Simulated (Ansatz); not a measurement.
Consider the hydrogenolysis of the Sn–N bond: `O=C=[N][SnH]([F])[F]` + H₂ → `[F][SnH2][F]` + `N=C=O`.

Isolated molecules relaxed with PBE0-D4/def2-TZVP in Ansatz; ΔE leaves out vibrations. CBS: MP2 limit from def2 TZ/QZ plus the TZ coupled-cluster correction, frozen cores. This one scheme is used for every species. DFT in def2-TZVPP. def2 core potentials past Kr. For Sn outer-core shells are correlated without core-valence functions, which leaves a few kJ/mol of doubt a bond. Each species was taken in one conformer, which may not be the lowest.

`O=C=[N][SnH]([F])[F]`:

Cartesian coordinates in Å:
```
O -0.639 2.890 -0.510
C -0.646 1.812 -0.081
N -0.719 0.716 0.420
Sn 0.214 -1.017 0.190
F 0.054 -1.486 -1.642
F 2.068 -0.675 0.415
H -0.332 -2.239 1.206
```

H₂:

```xyz
2

H     0.051    0.350    0.119
H    -0.051   -0.350   -0.119
```

`[F][SnH2][F]`:

```xyz
5

F    -1.354   -1.205   -0.128
Sn    0.034    0.080    0.127
F     0.901    0.132   -1.573
H     1.134   -0.588    1.225
H    -0.714    1.582    0.349
```

`N=C=O`:

Cartesian coordinates in Å:
```
N -0.523 0.493 0.265
C 0.233 -0.183 -0.392
O 0.908 -0.765 -1.136
H -0.618 0.455 1.264
```

| level | ΔE (kcal/mol) | difference from CCSD(T)/CBS |
| --- | --- | --- |
| r2SCAN-D4 | 5.2 | -1.8 |
| r2SCANh-D4 | 5.0 | -2.0 |
| r2SCAN0-D4 | 4.9 | -2.1 |
| ωB97M-V | 4.8 | -2.2 |
| revPBE | 2.5 | -4.5 |
| r2SCANh | 4.6 | -2.4 |
| RPA@PBE/def2-TZVPP | 5.7 | -1.3 |
| HF/def2-SVP | 1.7 | -5.3 |
| CCSD/def2-SVP | 3.8 | -3.2 |
| MP2/CBS(def2) | 8.9 | 1.9 |
| CCSD(T)/CBS | 7.0 | 0 |

Largest T1 diagnostic among the species: 0.018.

In def2-TZVPP, CCSD(T) changes the Hartree–Fock value by +1.7 kcal/mol (the triples alone add +0.9 kcal/mol) and MP2 by +3.7 kcal/mol. From BLYP to BHLYP (50 % exact exchange), in def2-TZVPP and without D4, ΔE moves by +1.0 kcal/mol. At CCSD(T), def2-SVP lies −2.6 kcal/mol from the extrapolated value and def2-TZVPP −0.7 kcal/mol.
